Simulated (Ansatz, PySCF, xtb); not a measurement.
The molecule LaH, closed-shell singlet (lowest of 2S+1 = 1, 3, 5 at CCSD(T)/def2-TZVPP on PBE0 minima; our sources give no spin for the ground state, which may be another). No spin–orbit coupling.

Seven points along R, fitted to fifth degree in 1/R; most abundant isotopes. Runs in def2 and cc sets follow the lowest solution found near the PBE0 minimum. The singlet is held restricted. HF and MP2 rows in def2 and cc sets belong to the determinant that coupled cluster picked by its CCSD energy.

Codes used: Ansatz (a first-principles code) with Gaussian orbitals; PySCF for LANL2DZ rows; xtb for the GFN methods.  In def2 rows elements past Kr take small-core potentials, without spin–orbit coupling.

| level | r_e (Å) | ω_e (cm⁻¹) | ω_e x_e (cm⁻¹) | α_e (cm⁻¹) | dipole (D) |
|---|---|---|---|---|---|
| GFN1-xTB | 2.119 | 527 | 54 | -0.67 | - |
| HF/def2-TZVPP | 2.074 | 1455 | 15 | 0.067 | - |
| HF/def2-QZVPP | 2.073 | 1443 | 15 | 0.066 | - |
| SVWN5/def2-TZVPP | 2.048 | 1458 | 18 | 0.080 | 2.17 |
| PBE/def2-TZVPP | 2.054 | 1443 | 18 | 0.081 | 2.23 |
| BP86/LANL2DZ | 2.063 | 1450 | 19 | 0.087 | 2.41 |
| r2SCAN/def2-TZVPP | 2.054 | 1464 | 18 | 0.077 | 2.38 |
| B97M-V/def2-TZVPP | 2.067 | 1416 | 16 | 0.077 | 2.31 |
| B3LYP/LANL2DZ | 2.063 | 1465 | 19 | 0.082 | 2.65 |
| B3LYP/def2-TZVPP | 2.055 | 1454 | 18 | 0.077 | 2.40 |
| PBE0/def2-TZVPP | 2.045 | 1475 | 17 | 0.077 | 2.33 |
| BHLYP/def2-TZVPP | 2.048 | 1482 | 17 | 0.073 | 2.45 |
| CAM-B3LYP/def2-TZVPP | 2.054 | 1468 | 17 | 0.074 | 2.50 |
| wB97X-V/def2-TZVPP | 2.056 | 1470 | 16 | 0.072 | 2.50 |
| wB97M-V/def2-TZVPP | 2.051 | 1468 | 17 | 0.075 | 2.53 |
| B2PLYP/def2-TZVPP | 2.046 | 1474 | 17 | 0.076 | - |
| MP2/def2-TZVPP | 2.030 | 1502 | 16 | 0.074 | - |
| MP2/def2-QZVPP | 2.022 | 1493 | 14 | 0.073 | - |
| MP2/CBS(def2-TZVPP, def2-QZVPP) | 2.018 | 1495 | 12 | 0.072 | - |
| SCS-MP2/def2-TZVPP | 2.038 | 1489 | 16 | 0.074 | - |
| SCS-MP2/def2-QZVPP | 2.030 | 1479 | 14 | 0.072 | - |
| CCSD/def2-TZVPP | 2.049 | 1455 | 17 | 0.076 | - |
| CCSD/def2-QZVPP | 2.042 | 1447 | 14 | 0.074 | - |
| CCSD(T)/def2-TZVPP | 2.052 | 1443 | 17 | 0.078 | - |
| CCSD(T)/def2-QZVPP | 2.044 | 1436 | 15 | 0.076 | - |
| CCSD(T)/CBS(def2-TZVPP, def2-QZVPP) | 2.039 | 1439 | 14 | 0.075 | - |

Correlated levels freeze the inner cores; with def2 sets outer-core shells near the valence are correlated too. CBS: X⁻³ extrapolation of the correlation energy, Hartree–Fock from the larger set. Rows in LANL2DZ carry no dispersion term and start afresh at each structure. LANL2DZ brings its own core potentials from Na on.

Doubts at one or more of the structures used: a restricted determinant that unrestricted orbitals would lower (HF/def2-TZVPP, HF/def2-QZVPP, B2PLYP/def2-TZVPP, MP2/def2-TZVPP, MP2/def2-QZVPP, MP2/CBS(def2-TZVPP, def2-QZVPP), SCS-MP2/def2-TZVPP, SCS-MP2/def2-QZVPP, CCSD/def2-TZVPP, CCSD/def2-QZVPP, CCSD(T)/def2-TZVPP, CCSD(T)/def2-QZVPP, CCSD(T)/CBS(def2-TZVPP, def2-QZVPP)).
